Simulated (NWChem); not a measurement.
System: C$_{2}$H$_{6}$Sb cation; SMILES [CH3][Sb+][CH3]

Input file for NWChem:

```
start job
memory heap 200 mb stack 900 mb global 1100 mb
charge 1
geometry units angstroms noautoz
  Sb     0.000000     0.000000     0.368381
  C      1.586657    -0.008063    -1.066441
  H      1.721171    -1.081228    -1.350820
  H      2.534925     0.352943    -0.624695
  H      1.312445     0.547897    -1.985742
  C     -1.586657     0.008063    -1.066441
  H     -1.312445    -0.547897    -1.985742
  H     -1.721171     1.081228    -1.350820
  H     -2.534925    -0.352943    -0.624695
end
basis spherical
  Sb library def2-svp
  C library def2-svp
  H library def2-svp
end
ecp
  Sb library def2-ecp
end
dft
  xc xpbe96 cpbe96
  iterations 150
  mulliken
end
task dft energy
```

Excerpt of the output:

```
             Northwest Computational Chemistry Package (NWChem) 7.3.0
             --------------------------------------------------------

 C2  symmetry detected

                             Geometry "geometry" -> ""
                             -------------------------

 Output coordinates in angstroms (scale by  1.889725989 to convert to a.u.)

  No.       Tag          Charge          X              Y              Z
 ---- ---------------- ---------- -------------- -------------- --------------
    1 Sb                  51.0000     0.00000000     0.00000000     0.39638643
    2 C                    6.0000     1.58665738     0.00798722    -1.03843557
    3 H                    1.0000     1.73202009    -1.06376220    -1.32281457
    4 H                    1.0000     2.53122512     0.37856695    -0.59668957
    5 H                    1.0000     1.30683561     0.56114499    -1.95773657
    6 C                    6.0000    -1.58665738    -0.00798722    -1.03843557
    7 H                    1.0000    -1.30683561    -0.56114499    -1.95773657
    8 H                    1.0000    -1.73202009     1.06376220    -1.32281457
    9 H                    1.0000    -2.53122512    -0.37856695    -0.59668957

 Effective nuclear repulsion energy (a.u.)     242.5012313676

      Symmetry information
      --------------------

 Group name             C2
 Group number              4
 Group order               2
 No. of unique centers     5

 Summary of "ao basis" -> "ao basis" (spherical)
 ------------------------------------------------------------------------------
       Tag                 Description            Shells   Functions and Types
 ---------------- ------------------------------  ------  ---------------------
 Sb                         def2-svp                10       26   4s4p2d
 C                          def2-svp                 6       14   3s2p1d
 H                          def2-svp                 3        5   2s1p

      Symmetry analysis of basis
      --------------------------

        a          43
        b          41

            General Information
            -------------------
          SCF calculation type: DFT
          Wavefunction type:  closed shell.
          No. of atoms     :     9
          No. of electrons :    40
           Alpha electrons :    20
            Beta electrons :    20
          Charge           :     1
          Spin multiplicity:     1
          Use of symmetry is: on ; symmetry adaption is: on
          Maximum number of iterations: 150
          AO basis - number of functions:    84
                     number of shells:    40
          Convergence on energy requested:  1.00D-06
          Convergence on density requested:  1.00D-05
          Convergence on gradient requested:  5.00D-04

              XC Information
              --------------
          PerdewBurkeErnzerhof Exchange Functional  1.000
            Perdew 1991 LDA Correlation Functional  1.000 local
           PerdewBurkeErnz. Correlation Functional  1.000 non-local

             Grid Information
             ----------------
          Grid used for XC integration:  medium
          Radial quadrature: Mura-Knowles
          Angular quadrature: Lebedev.
          Tag              B.-S. Rad. Rad. Pts. Rad. Cut. Ang. Pts.
          ---              ---------- --------- --------- ---------
          Sb                  1.45      123           9.0       590
          C                   0.70       49          11.0       434
          H                   0.35       45          12.0       434
          Grid pruning is: on
          Number of quadrature shells:   307
          Spatial weights used:  Erf1

      Superposition of Atomic Density Guess
      -------------------------------------

 Sum of atomic energies:        -355.85760947

 Renormalizing density from      41.00 to     40

      Non-variational initial energy
      ------------------------------

 Total energy =    -315.714668
 1-e energy   =    -755.934816
 2-e energy   =     313.535455
 HOMO         =      -0.578225
 LUMO         =      -0.427317

      Symmetry analysis of molecular orbitals - initial
      -------------------------------------------------

  Numbering of irreducible representations:

     1 a           2 b

  Orbital symmetries:

     1 a           2 b           3 a           4 b           5 a
     6 b           7 b           8 a           9 a          10 a
    11 b          12 a          13 b          14 a          15 a
    16 b          17 b          18 a          19 b          20 a
    21 b          22 b          23 a          24 a          25 b
    26 a          27 a          28 b          29 b          30 a

     ---------------------------------------------
      Total Density - Mulliken Population Analysis
     ---------------------------------------------

    Atom       Charge   Shell Charges
 -----------   ------   -------------------------------------------------------
    1 Sb  23    21.94   2.11 -0.07  1.44  0.43  2.96  3.08  1.34  0.53  9.90  0.23
    2 C    6     6.73   1.99  1.02  0.28  2.22  1.21  0.01
    3 H    1     0.76   0.60  0.13  0.03
    4 H    1     0.76   0.61  0.12  0.03
    5 H    1     0.77   0.61  0.13  0.03
    6 C    6     6.73   1.99  1.02  0.28  2.22  1.21  0.01
    7 H    1     0.77   0.61  0.13  0.03
    8 H    1     0.76   0.60  0.13  0.03
    9 H    1     0.76   0.61  0.12  0.03

   convergence    iter        energy       DeltaE   RMS-Dens  Diis-err
 ---------------- ----- ----------------- --------- --------- ---------
 d= 0,ls=0.0,diis     1   -319.5196478946 -4.46D+02  1.27D-02  7.66D-01
 d= 0,ls=0.0,diis     2   -319.4872519993  3.24D-02  9.81D-03  7.00D-01
 d= 0,ls=0.0,diis     3   -319.5603830358 -7.31D-02  4.11D-03  1.76D-01
 d= 0,ls=0.0,diis     4   -319.5859659791 -2.56D-02  1.06D-03  2.94D-03
 d= 0,ls=0.0,diis     5   -319.5864002424 -4.34D-04  2.19D-04  2.78D-04
  Resetting Diis
 d= 0,ls=0.0,diis     6   -319.5864586568 -5.84D-05  1.55D-05  1.36D-06
 d= 0,ls=0.0,diis     7   -319.5864588375 -1.81D-07  4.39D-06  2.50D-08

         Total DFT energy =     -319.586458837517
      One electron energy =     -768.374631194750
           Coulomb energy =      354.108919568773
    Exchange-Corr. energy =      -32.005441220482
 Nuclear repulsion energy =      126.684694008942

 Numeric. integr. density =       40.000024760377

                  Occupations of the irreducible representations
                  ----------------------------------------------

                     irrep           alpha         beta
                     --------     --------     --------
                     a                11.0         11.0
                     b                 9.0          9.0

                       DFT Final Molecular Orbital Analysis
                       ------------------------------------

 Vector   18  Occ=2.000000D+00  E=-5.469641D-01  Symmetry=a
              MO Center= -1.9D-14,  4.2D-15, -1.2D+00, r^2= 4.0D+00
   Bfn.  Coefficient  Atom+Function         Bfn.  Coefficient  Atom+Function
  ----- ------------  ---------------      ----- ------------  ---------------
    31      0.319241  2 C  py                60     -0.319241  6 C  py
    41     -0.258801  3 H  s                 75     -0.258801  8 H  s
    34      0.155938  2 C  py                63     -0.155938  6 C  py
    51      0.143434  5 H  s                 70      0.143434  7 H  s
    46      0.106500  4 H  s                 80      0.106500  9 H  s

 Vector   19  Occ=2.000000D+00  E=-4.842963D-01  Symmetry=b
              MO Center= -2.1D-15, -2.2D-16, -5.5D-01, r^2= 3.6D+00
   Bfn.  Coefficient  Atom+Function         Bfn.  Coefficient  Atom+Function
  ----- ------------  ---------------      ----- ------------  ---------------
    11      0.418301  1 Sb px                30     -0.297213  2 C  px
    59     -0.297213  6 C  px                46     -0.161505  4 H  s
    80      0.161505  9 H  s                 14      0.157773  1 Sb px
    33     -0.152591  2 C  px                62     -0.152591  6 C  px
     8     -0.149339  1 Sb px                32      0.130794  2 C  pz

 Vector   20  Occ=2.000000D+00  E=-4.463425D-01  Symmetry=a
              MO Center=  2.2D-15, -2.9D-15,  6.3D-02, r^2= 3.5D+00
   Bfn.  Coefficient  Atom+Function         Bfn.  Coefficient  Atom+Function
  ----- ------------  ---------------      ----- ------------  ---------------
    13      0.488511  1 Sb pz                 3      0.293400  1 Sb s
     4      0.251262  1 Sb s                 16      0.223854  1 Sb pz
    32     -0.224218  2 C  pz                61     -0.224218  6 C  pz
    10     -0.173750  1 Sb pz                30      0.141471  2 C  px
    59     -0.141471  6 C  px                 7     -0.139619  1 Sb pz

 Vector   21  Occ=0.000000D+00  E=-3.806363D-01  Symmetry=b
              MO Center= -2.3D-15,  1.4D-15,  2.7D-01, r^2= 2.9D+00
   Bfn.  Coefficient  Atom+Function         Bfn.  Coefficient  Atom+Function
  ----- ------------  ---------------      ----- ------------  ---------------
    12      0.670631  1 Sb py                15      0.476225  1 Sb py
     9     -0.226380  1 Sb py                 6     -0.181089  1 Sb py
    41      0.119387  3 H  s                 75     -0.119387  8 H  s
    31     -0.102760  2 C  py                60     -0.102760  6 C  py
    42      0.090901  3 H  s                 76     -0.090901  8 H  s

 Vector   22  Occ=0.000000D+00  E=-2.207000D-01  Symmetry=b
              MO Center= -8.2D-15, -9.9D-16,  2.9D-01, r^2= 4.1D+00
   Bfn.  Coefficient  Atom+Function         Bfn.  Coefficient  Atom+Function
  ----- ------------  ---------------      ----- ------------  ---------------
    14      0.892638  1 Sb px                29     -0.624023  2 C  s
    58      0.624023  6 C  s                 11      0.443328  1 Sb px
    33      0.216010  2 C  px                62      0.216010  6 C  px
    35     -0.202215  2 C  pz                64      0.202215  6 C  pz
    52      0.186635  5 H  s                 71     -0.186635  7 H  s

 Vector   23  Occ=0.000000D+00  E=-1.862178D-01  Symmetry=a
              MO Center=  3.3D-14, -4.9D-16, -1.2D-01, r^2= 4.4D+00
   Bfn.  Coefficient  Atom+Function         Bfn.  Coefficient  Atom+Function
  ----- ------------  ---------------      ----- ------------  ---------------
    16      1.024424  1 Sb pz                29      0.932848  2 C  s
    58      0.932848  6 C  s                  4     -0.888084  1 Sb s
    13      0.383940  1 Sb pz                33     -0.347365  2 C  px
    62      0.347365  6 C  px                 3     -0.277368  1 Sb s
    35      0.258237  2 C  pz                64      0.258237  6 C  pz

     ---------------------------------------------
      Total Density - Mulliken Population Analysis
     ---------------------------------------------

    Atom       Charge   Shell Charges
 -----------   ------   -------------------------------------------------------
    1 Sb  23    22.17   2.11 -0.07  1.47  0.40  2.97  3.05  1.49  0.61  9.76  0.39
    2 C    6     6.34   1.98  0.92  0.30  2.08  1.05  0.01
    3 H    1     0.86   0.70  0.14  0.03
    4 H    1     0.85   0.70  0.13  0.02
    5 H    1     0.86   0.70  0.14  0.02
    6 C    6     6.34   1.98  0.92  0.30  2.08  1.05  0.01
    7 H    1     0.86   0.70  0.14  0.02
    8 H    1     0.86   0.70  0.14  0.03
    9 H    1     0.85   0.70  0.13  0.02

     -------------------------------------------
      Total Density - Lowdin Population Analysis
     -------------------------------------------

    Atom       Charge   Shell Charges
 -----------   ------   -------------------------------------------------------
    1 Sb  23    22.00   1.30  0.68  1.06  0.63  2.79  3.07  1.44  0.86  9.49  0.69
    2 C    6     6.23   1.96  0.61  0.35  1.85  1.41  0.04
    3 H    1     0.91   0.59  0.25  0.07
    4 H    1     0.93   0.61  0.25  0.07
    5 H    1     0.93   0.61  0.25  0.07
    6 C    6     6.23   1.96  0.61  0.35  1.85  1.41  0.04
    7 H    1     0.93   0.61  0.25  0.07
    8 H    1     0.91   0.59  0.25  0.07
    9 H    1     0.93   0.61  0.25  0.07

     Multipole analysis of the density
     ---------------------------------

     L   x y z        total         alpha         beta         nuclear
     -   - - -        -----         -----         ----         -------
     0   0 0 0      1.000000    -20.000000    -20.000000     41.000000

     1   1 0 0     -0.000000     -0.000000     -0.000000      0.000000
     1   0 1 0     -0.000000     -0.000000     -0.000000      0.000000
     1   0 0 1     -0.455027     10.259351     10.259351    -20.973729

     2   2 0 0    -21.571590   -104.418042   -104.418042    187.264494
     2   1 1 0     -0.384333      0.075153      0.075153     -0.534639
     2   1 0 1      0.000000      0.000000      0.000000      0.000000
     2   0 2 0    -23.827573    -17.592384    -17.592384     11.357195
     2   0 1 1      0.000000      0.000000      0.000000     -0.000000
     2   0 0 2    -24.330960    -62.930320    -62.930320    101.529681
```

Level: PBE/def2-SVP with def2 effective core potentials on Sb. Geometry: optimised at PBE-D3(BJ)/def2-SVP. def2 effective core potentials on Sb; no spin-orbit coupling.
